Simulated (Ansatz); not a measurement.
Input for Ansatz (a program for electronic structure):
Ansatz 0.2 input:
```yaml
crystal:
  periodic: [false, false, false]
  atoms:
    - {symbol: O, position_ang: [1.10385028, -0.07317263, -0.13629678]}
    - {symbol: Si, position_ang: [-0.40797618, 0.05780856, 0.04472453]}
    - {symbol: H, position_ang: [-1.06470779, 1.35524447, -0.10446649]}
    - {symbol: H, position_ang: [-0.88650509, -0.59908882, 1.32165800]}
    - {symbol: H, position_ang: [-1.16792280, -0.98009444, -0.75296067]}
basis:
  gaussian:
    orbitals: 6-31G*
magnetization: {spin_polarized: true, initial_magnetization: 1}
correlation: {method: ccsd_t, electrons: all}
```

What does this run give for the total energy, coupled-cluster correlation energy (without the perturbative part), number of basis functions?


```json
{
  "total_energy": "-365.7353 Eh",
  "coupled-cluster correlation energy (without the perturbative part)": "-0.2618 Eh",
  "number_of_basis_functions": "40"
}
```

Roughly what does it cost on one core?

about 11 core-seconds (a rough figure).
